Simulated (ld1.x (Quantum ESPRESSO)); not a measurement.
## lead, TM: configuration errors across variants

- Element: Pb (Z = 82)
- Generator: ld1.x (Quantum ESPRESSO) 7.5
- Type: norm-conserving Troullier–Martins (Kleinman–Bylander form)
- Functional: PBE
- Relativity: scalar-relativistic
- Frozen core: [Xe] 4f14 5d10
- Valence charge: 4
- Reference configuration: 6s2 6p1.5 (charge +0.5)
- Partial waves: 6p (bound): rc 2.50 bohr; 6s (bound): rc 1.60 bohr
- Local potential: the s channel
- Core correction: none

All-electron excitation energies from the reference (eV): (1) 6s2 6p2 -2.492; (2) 6s2 6p1 4.084; (3) 6s2 6p0 17.528; (4) 6s0 6p4 15.343; (5) 6s1 6p2 13.611; (6) 6s1 6p0 49.938; (7) 6s1 6p3 6.245.

A true bound ghost makes a file unfit for plane-wave use even where its test errors are small: the radial tests pick states by their node count and pass the ghost by.

Errors AE − PS in meV (a dash: test not solved or not reliable):

```tsv
change	(1)	(2)	(3)	(4)	(5)	(6)	(7)	bound ghosts
base	+4.6	+3.8	+83	+169	+6.6	+200	+44	none
all radii scaled by about 0.80 (s 1.28, p 2.02 bohr)	+39	-51	-161	+257	-35	+765	+53	p, d
all radii scaled by about 1.04 (s 1.66, p 2.60 bohr)	+4.6	+3.7	+79	+161	+8.5	+193	+46	none
all radii scaled by about 1.11 (s 1.78, p 2.78 bohr)	+4.6	+3.5	+76	+156	+11	+186	+47	none
all radii scaled by about 1.19 (s 1.90, p 2.98 bohr)	+4.5	+3.3	+71	+165	+14	+174	+49	none
all radii scaled by about 1.25 (s 2.00, p 3.12 bohr)	+4.5	+3.1	+67	+173	+17	+163	+52	none
all radii scaled by about 1.31 (s 2.10, p 3.28 bohr)	+4.4	+2.9	+61	+180	+20	+148	+54	none
all radii scaled by about 1.37 (s 2.18, p 3.42 bohr)	+4.4	+2.8	+58	+182	+21	+139	+54	none
```

Give the same row for: all radii scaled by about 0.90 (s 1.44, p 2.24 bohr).

+4.9, +4.5, +96, +209, +7.6, +258, +45; bound ghosts: d.
